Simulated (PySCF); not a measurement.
Species: C3H8O2Si.
Numbering: `[CH3:1][SiH2:2][O:3][C:4]([CH3:5])=[O:6]` (hydrogens: H7, H8, H9 on C1; H10, H11 on Si2; H12, H13, H14 on C5)

Torsions of this conformer, `[CH3:1][SiH2:2][O:3][C:4]([CH3:5])=[O:6]`: C1–Si2–O3–C4 65°, Si2–O3–C4–C5 179°.

The closed-shell ground state was solved at several levels (PySCF, density fitting, gas phase, non-relativistic). One conformer (not necessarily the lowest) at the PBE0-D3(BJ)/def2-SVP geometry, without solvent, vibrations or thermal averaging.

```
             level  basis functions  HOMO (eV)  LUMO (eV)  gap (eV)  dipole (D)
CAM-B3LYP/pcSseg-2              335      -9.60       1.02     10.62        1.54
     PBE0/pcSseg-1              149      -8.08       0.08      8.16        1.46
```

Problem. Estimate the row for CAM-B3LYP/def2-SVPD, a basis of 194 functions; the other rows only guide the guess.

Solution. HOMO -9.66 eV, LUMO 1.03 eV, gap 10.69 eV, dipole 1.54 D.

Problem. Over all these levels, which gives the widest orbital gap and which the narrowest?

Solution. CAM-B3LYP/def2-SVPD (range-separated hybrid) has the widest, 10.69 eV, and PBE0/pcSseg-1 (global hybrid, 25 % exact exchange) the narrowest, 8.16 eV. Functional and basis both differ between the two, so the spread mixes both effects.

Problem. How far do the dipole and the HOMO energy spread over the levels?

Solution. The dipole runs from 1.46 to 1.54 D (mean 1.51 D) and the HOMO from -9.66 to -8.08 eV.
